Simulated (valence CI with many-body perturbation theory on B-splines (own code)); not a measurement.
## E1 line list for Eu XXXIII

Method: valence CI with perturbative core correlation (CI+MBPT): three valence electrons over a frozen Dirac-Fock core [Ar] 3d10, a basis of 11 s, 11 p, 9 d, 7 f, 5 g, 2 h, 1 i functions for each j, with the one-electron correlation potential Σ1 (screened to all orders), the two-electron term Σ2, the three-electron term Σ3, Breit, model QED; selected single and double excitations, second order for the rest (own B-spline code, finite nucleus).

No measured spectrum was set against this ion. As an estimate, large intervals hold to a few tenths of a per cent, small ones and those within an open d or f shell to about a per cent.

Lines 151 to 200 of 267 in falling wavelength, among levels below 377.63 eV, chosen from the strongest by gf and those to the six lowest levels. Wavelengths and rates use the calculated energies. Electric multipoles are in the length gauge, E1 and E2 with the static RPA response of the core. Weak lines are less certain than strong ones. Lines between different terms over intervals too small for the method are left out, as are lines whose strength nearly cancels. Where a level lies close to another of its J and parity, the split of strength between their lines is uncertain. The highest levels of a list are the least certain.

Levels are named by their leading jj configuration (3d3/2^4 stands for four electrons in 3d with j = 3/2), which in mixed levels can hold well under half, so a name can repeat and another be missing. Letters in brackets count levels of one name in rising energy.

```tsv
λ vac (nm)	Upper	Lower	A (s⁻¹)	S (a.u.)
9.324	(4p1/2 4p3/2^2) J=1/2	(4s 4p1/2 4p3/2) J=3/2 [a]	5.51e+09	4.41e-03
9.313	(4s 4p1/2 4f5/2) J=3/2	(4s 4p1/2 4d3/2) J=3/2 [b]	3.21e+10	5.12e-02
9.311	(4s^2 4f7/2) J=7/2	(4s^2 4d5/2) J=5/2	4.43e+11	1.41e+00
9.295	(4s 4p1/2 4f5/2) J=3/2	(4s 4p1/2 4d3/2) J=1/2	7.22e+10	1.14e-01
9.294	(4s 4p3/2 4d5/2) J=3/2 [b]	(4s 4p3/2^2) J=1/2	1.45e+11	2.29e-01
9.271	(4s 4p1/2 4f5/2) J=5/2 [b]	(4s 4p1/2 4d3/2) J=3/2 [b]	1.09e+11	2.58e-01
9.199	(4p1/2 4p3/2 4d5/2) J=5/2 [b]	(4s 4p1/2 4d3/2) J=5/2	3.35e+10	7.72e-02
9.184	(4s 4p3/2 4d5/2) J=5/2 [b]	(4s^2 4d3/2) J=3/2	4.01e+11	9.19e-01
9.120	(4s 4p3/2 4d5/2) J=3/2 [b]	(4s^2 4d3/2) J=3/2	7.53e+10	1.13e-01
9.117	(4s 4p3/2 4d5/2) J=7/2 [a]	(4s 4p3/2^2) J=5/2	1.96e+11	5.88e-01
9.099	(4s 4p1/2 4f7/2) J=7/2 [a]	(4p1/2 4p3/2^2) J=5/2	8.27e+10	2.46e-01
9.072	(4s 4p3/2 4d5/2) J=7/2 [b]	(4s 4p3/2^2) J=5/2	1.31e+11	3.85e-01
9.069	(4s 4p1/2 4d5/2) J=5/2 [b]	(4s 4p1/2 4p3/2) J=5/2	6.16e+08	1.36e-03
9.014	(4p1/2 4p3/2 4d5/2) J=5/2 [b]	(4s 4p1/2 4d3/2) J=3/2 [a]	4.62e+10	1.00e-01
9.013	(4s 4p1/2 4f5/2) J=5/2 [a]	(4p1/2 4p3/2^2) J=3/2	3.96e+10	8.58e-02
9.013	(4s^2 4f5/2) J=5/2	(4s 4p3/2^2) J=3/2	3.82e+11	8.29e-01
8.868	(4s 4p1/2 4f5/2) J=5/2 [b]	(4p1/2 4p3/2^2) J=5/2	2.52e+10	5.19e-02
8.828	(4s 4p1/2 4d5/2) J=3/2	(4s 4p1/2 4p3/2) J=5/2	1.17e+08	1.59e-04
8.688	(4s 4p1/2 4f7/2) J=7/2 [a]	(4s 4p1/2 4d3/2) J=5/2	1.04e+11	2.69e-01
8.676	(4s 4p1/2 4d5/2) J=5/2 [b]	(4s 4p1/2 4p3/2) J=3/2 [a]	1.30e+09	2.51e-03
8.634	(4s 4p1/2 4f5/2) J=5/2 [a]	(4s 4p1/2 4d3/2) J=3/2 [a]	2.02e+11	3.85e-01
8.477	(4s 4p1/2 4f5/2) J=5/2 [b]	(4s 4p1/2 4d3/2) J=5/2	6.41e+10	1.16e-01
8.455	(4s 4p1/2 4d5/2) J=3/2	(4s 4p1/2 4p3/2) J=3/2 [a]	1.70e+10	2.03e-02
8.449	(4s^2 4f5/2) J=5/2	(4s^2 4d3/2) J=3/2	8.04e+10	1.44e-01
8.448	(4s 4p1/2 4f7/2) J=7/2 [b]	(4s 4p1/2 4d3/2) J=5/2	4.82e+10	1.15e-01
8.418	(4s 4p3/2 4d3/2) J=3/2 [a]	(4s 4p1/2 4p3/2) J=3/2 [b]	9.60e+09	1.13e-02
8.390	(4s 4p1/2 4d3/2) J=3/2 [a]	(4s 4p1/2^2) J=1/2	1.73e+10	2.02e-02
8.355	(4s 4p3/2 4d3/2) J=5/2 [a]	(4s 4p1/2 4p3/2) J=3/2 [b]	2.56e+08	4.43e-04
8.353	(4s 4p1/2 4f5/2) J=3/2	(4s 4p1/2 4d3/2) J=3/2 [a]	9.26e+10	1.07e-01
8.349	(4s 4p3/2 4d3/2) J=1/2 [a]	(4s 4p1/2 4p3/2) J=3/2 [b]	6.86e+09	3.94e-03
8.223	(4s 4p3/2 4d3/2) J=3/2 [b]	(4s 4p1/2 4p3/2) J=3/2 [b]	7.09e+09	7.78e-03
8.060	(4p1/2 4p3/2^2) J=3/2	(4s 4p1/2^2) J=1/2	4.46e+10	4.61e-02
8.023	(4s 4p1/2 4f7/2) J=7/2 [c]	(4s 4p1/2 4d3/2) J=5/2	3.39e+10	6.92e-02
8.016	(4s 4p3/2 4d3/2) J=3/2 [c]	(4s 4p1/2 4p3/2) J=1/2	2.28e+11	2.32e-01
7.920	(4s 4p3/2 4d3/2) J=3/2 [a]	(4s 4p1/2 4p3/2) J=5/2	4.16e+10	4.08e-02
7.865	(4s 4p3/2 4d3/2) J=5/2 [a]	(4s 4p1/2 4p3/2) J=5/2	2.60e+11	3.74e-01
7.858	(4s 4p3/2 4d3/2) J=3/2 [c]	(4s 4p1/2 4p3/2) J=3/2 [b]	1.43e+11	1.37e-01
7.850	(4s 4p3/2 4d5/2) J=5/2 [a]	(4s 4p1/2 4p3/2) J=3/2 [b]	1.37e+09	1.96e-03
7.800	(4s 4p3/2 4d3/2) J=7/2	(4s 4p1/2 4p3/2) J=5/2	3.62e+11	6.79e-01
7.793	(4s^2 4d3/2) J=3/2	(4s^2 4p1/2) J=1/2	2.93e+11	2.73e-01
7.783	(4p1/2 4p3/2 4d3/2) J=5/2 [b]	(4p1/2^2 4p3/2) J=3/2	3.42e+11	4.77e-01
7.774	(4p1/2 4p3/2 4d3/2) J=3/2 [b]	(4p1/2^2 4p3/2) J=3/2	2.68e+11	2.49e-01
7.747	(4s 4p3/2 4d3/2) J=3/2 [b]	(4s 4p1/2 4p3/2) J=5/2	4.01e+10	3.68e-02
7.671	(4s 4p3/2^2) J=1/2	(4s^2 4p1/2) J=1/2	4.13e+09	1.84e-03
7.663	(4s 4p3/2 4d3/2) J=5/2 [b]	(4s 4p1/2 4p3/2) J=3/2 [b]	3.47e+11	4.63e-01
7.624	(4p1/2 4p3/2 4d5/2) J=5/2 [a]	(4p1/2^2 4p3/2) J=3/2	1.24e+11	1.63e-01
7.619	(4s 4p3/2 4d3/2) J=3/2 [a]	(4s 4p1/2 4p3/2) J=3/2 [a]	2.13e+11	1.86e-01
7.615	(4s 4p1/2 4d3/2) J=1/2	(4s 4p1/2^2) J=1/2	5.04e+11	2.20e-01
7.615	(4p1/2 4p3/2 4d3/2) J=1/2 [b]	(4p1/2^2 4p3/2) J=3/2	4.46e+11	1.95e-01
7.604	(4p1/2 4p3/2 4d5/2) J=3/2 [a]	(4p1/2^2 4p3/2) J=3/2	2.25e+11	1.95e-01
```
